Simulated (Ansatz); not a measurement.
Cost and result for the atomization energy of CH6GeTe, SMILES `C[Te][GeH3]` (9 atoms, 8 bonds).

Cartesian coordinates in Å:
```
C -0.334 1.133 -1.285
Te 1.281 0.982 0.125
Ge 0.339 -1.097 1.257
H -0.368 0.239 -1.904
H -0.124 2.003 -1.906
H -1.273 1.276 -0.757
H 1.315 -1.486 2.376
H 0.214 -2.248 0.244
H -1.050 -0.802 1.849
```

Charge 0, multiplicity 1. Correlated methods include outer-core shells of Ge, Te, which these sets cover unevenly. Scalar relativity is left out up to krypton. Te: def2 effective core potential. Geometry: relaxed with PBE0-D4/def2-TZVP. Program: Ansatz. All runs use 4 threads of a server CPU on a shared host. Times are those of one run each, without the atoms' runs, and a repeat can differ threefold. Electronic energies, without spin–orbit coupling; frozen cores. CCSD(T)/CBS adds CCSD(T) − MP2 in def2-TZVPP to the MP2 limit, and its time is that of the two runs behind it. T1 = 0.011. With those shells the extrapolation isn't a true limit. B3LYP takes the VWN-RPA correlation (the form of Gaussian; ORCA's B3LYP/G). HSE06 is the plane-wave form, built on full-range PBE exchange.

CCSD(T)/CBS is a level of theory with its own doubt, some kJ/mol a heavy atom from the limit and from the frozen cores, so smaller differences don't rank the functionals.

```tsv
level	functions	wall time
LDA (SPW92)/def2-TZVPP	213	1.7 s
BLYP-D4/def2-TZVPP	213	2.9 s
PBE-D4/def2-TZVPP (with forces)	213	3.5 s
BHLYP-D4/def2-TZVPP	213	4.4 s
HSE06-D4/def2-TZVPP	213	4.8 s
B3LYP-D4/def2-TZVPP (with forces)	213	6.5 s
PBE-QIDH/def2-TZVPP	213	8 s
CCSD(T)/def2-SVP	102	10 s
ωB97X-V/def2-TZVPP	213	12 s
ωB97M-V/def2-TZVPP (with forces)	213	17 s
MP2/def2-QZVPP	408	28 s
CCSD(T)/def2-TZVPP	213	3.5 min
CCSD(T)/CBS(def2)	–	4 min
```

Problem. What atomization energy does each give, and how far from CCSD(T)/CBS? (Best estimate.)

Solution. The calculation gave: 
```
                            level  atomization (kcal/mol)  difference from CCSD(T)/CBS  per bond
           LDA (SPW92)/def2-TZVPP                   720.0                         77.3       9.7
               BLYP-D4/def2-TZVPP                   630.9                        -11.8      -1.5
  PBE-D4/def2-TZVPP (with forces)                   639.3                         -3.4      -0.4
              BHLYP-D4/def2-TZVPP                   624.4                        -18.3      -2.3
              HSE06-D4/def2-TZVPP                   633.8                         -8.9      -1.1
B3LYP-D4/def2-TZVPP (with forces)                   635.9                         -6.8      -0.9
              PBE-QIDH/def2-TZVPP                   631.6                        -11.1      -1.4
                 CCSD(T)/def2-SVP                   597.7                        -45.0      -5.6
               ωB97X-V/def2-TZVPP                   639.8                         -2.9      -0.4
 ωB97M-V/def2-TZVPP (with forces)                   632.4                        -10.3      -1.3
                   MP2/def2-QZVPP                   632.6                        -10.1      -1.3
               CCSD(T)/def2-TZVPP                   626.5                        -16.2      -2.0
                CCSD(T)/CBS(def2)                   642.7                          0.0       0.0
```

The D4 term adds +7.5 kcal/mol with B3LYP and +3.9 kcal/mol with PBE0; it sums over pairs of atoms, weighted by their polarisabilities, and B3LYP, whose exchange is more repulsive, gets the larger term. From BLYP to BHLYP (50 % exact exchange), in def2-TZVPP and without D4, the atomization energy moves by −3.4 kcal/mol: exact exchange takes away binding that semilocal exchange gives to molecules. In def2-TZVPP, CCSD(T) changes the Hartree–Fock value by +162.8 kcal/mol (the triples alone add +8.5 kcal/mol) and MP2 by +159.4 kcal/mol; breaking electron pairs costs correlation energy, which Hartree–Fock lacks.

Spin–orbit coupling would lower the free Te atoms strongly, and the atomization energy with them, by more than many differences here. For some Ge, Se and Sn compounds the MP2-based and the directly extrapolated limit differ by 10 to 25 kJ/mol.
